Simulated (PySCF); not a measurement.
SbHCl2, SMILES [Cl][SbH][Cl].

Geometry optimised at B3LYP-D3(BJ)/def2-TZVP. The def2 effective core potentials stand for the cores of Sb; spin–orbit coupling is left out.

These are C-PCM-B3LYP/def2-SVP (PySCF) values and carry that method's errors.

The values are the electrostatic part of the solvation free energy, E(continuum) − E(gas) at the gas-phase geometry, in a cavity of scaled van der Waals radii (PySCF's table); cavitation and dispersion terms are not included. A continuum can't describe solvent molecules that bind to the metal. In vacuum the orbital gap is 5.67 eV. The dipole moment in vacuum is 2.86 D.

```csv
solvent,ε,ΔG(elec) (kcal/mol),dipole (D),gap (eV)
water,78.36,(withheld),(withheld),(withheld)
tetrahydrofuran,7.43,-3.8,3.76,5.76
n-hexane,1.88,-1.9,3.29,5.71
```

What belongs in the gaps? (Estimate from the structure and the level; the computed values follow.)


- water, ΔG(elec) (kcal/mol): -4.5
- water, dipole (D): 3.93
- water, gap (eV): 5.77
